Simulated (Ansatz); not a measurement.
The first iterations of a band of CHClFSi (5 atoms, charge 0, multiplicity 2).

The calculation used UKS r2SCAN-D4/STO-3G in Ansatz 0.2.0.

| Property | Result |
| --- | --- |
| movable images | 5 |
| climbing image | yes |
| spring | 5.0 eV/Å² |
| optimiser | quadratic models (default) |
| start path | IDPP |
| force threshold | 0.05 eV/Å |
| iteration limit | 60 |
| end points | relaxed |

Initial state:

```xyz
5
Properties=species:S:1:pos:R:3
F -0.804 -0.864 0.929
C -0.383 -0.109 -0.110
Si 1.196 0.855 -0.301
Cl -1.792 0.116 -1.298
H 1.783 0.002 0.780
```

Final state:

```xyz
5
Properties=species:S:1:pos:R:3
F -1.199 -0.925 1.094
C -0.387 -0.208 0.289
Si 1.465 -0.293 0.299
Cl -1.433 0.551 -1.067
H 1.553 0.875 -0.615
```

| iteration | highest image above the first end (eV) | largest band force component (eV/Å) |
| --- | --- | --- |
| 1 | 0.606 | 0.568 |
| 2 | 0.593 | 0.573 |
| 3 | 0.582 | 0.705 |
| 4 | 0.744 | 0.673 |

Q: Does the band converge within its limit, and where does its top end?

A: It converged. It ended after 14 iterations with the highest image 0.558 eV above the first end. The profile has 2 maxima (images 3, 5) with wells between them (image 4): this band takes more than one step, which may be the mechanism or a detour left from its start path. A vibrational analysis at the climbing image gives one clearly imaginary mode, 434i cm⁻¹: a first-order saddle point. Limits of this set-up: minimal basis.

Time of the run: 4.3 min on 1 thread of Arm Neoverse V1 (shared host), peak memory 0.14 GiB.
